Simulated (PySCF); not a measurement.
CH9NSeSi2.
Atom-mapped SMILES: `[CH3:1][NH:2][SiH2:3][Se:4][SiH3:5]` (hydrogens: H6, H7, H8 on C1; H9 on N2; H10, H11 on Si3; H12, H13, H14 on Si5)

Method: PySCF, TDDFT CAM-B3LYP/def2-SVPD, vertical, gas phase, core orbitals frozen in the response. Isolated species at its PBE0-D3(BJ)/def2-SVP geometry (one conformer only). Relativistic effects, spin–orbit coupling among them, are left out although an element past zinc is present. Torsions of this conformer, `[CH3:1][NH:2][SiH2:3][Se:4][SiH3:5]`: C1–N2–Si3–Se4 152°, N2–Si3–Se4–Si5 136°.

Lowest singlets, with some entries withheld (?).

```tsv
state	λ (nm)	f	main configurations (H = HOMO, L = LUMO)
S1	225.6	?	H→L (72%)
S2	214.3	?	H→L+1 (79%)
S3	207.8	?	H-1→L+1 (41%), H-1→L (20%), H→L+2 (15%)
S4	193.5	?	H→L+3 (25%), H→L+2 (22%), H→L+4 (16%)
S5	192.5	?	H-1→L+1 (39%), H-1→L (15%), H-1→L+2 (8%)
S6	183.4	?	H→L+3 (30%), H→L+2 (21%), H-1→L+2 (12%)
S7	181.9	?	H→L+2 (23%), H-1→L (23%), H-1→L+3 (18%)
S8	178.6	?	H→L+5 (35%), H→L+8 (14%)
S9	175.3	?	H-1→L+4 (24%), H→L+4 (22%), H-1→L+9 (9%)
S10	172.4	?	H→L+4 (27%), H-1→L+2 (15%), H-1→L+4 (15%)
```

Problem. What stands in place of each question mark?

Solution. 
- S1: f = 0.0055
- S2: f = 0.029
- S3: f = 0.0039
- S4: f = 0.011
- S5: f = 0.059
- S6: f = 0.027
- S7: f = 0.0075
- S8: f = 0.0035
- S9: f = 0.016
- S10: f = 0.015

Problem. How far apart are S2 and S10, in eV and cm⁻¹?

Solution. 7.194 − 5.786 = 1.408 eV, or about 11360 cm⁻¹.

Problem. What is the mean static polarisability from the same response equations?

Solution. 106.3 au (15.75 Å³), with principal values 87.1, 96.9 and 134.8 au.

Problem. Which level carries the most intensity, and what share of the listed sum of f?

Solution. S5, with f = 0.059 of 0.177, 34%.

All these states lie below the vertical ionisation energy of 8.84 eV (ΔSCF).
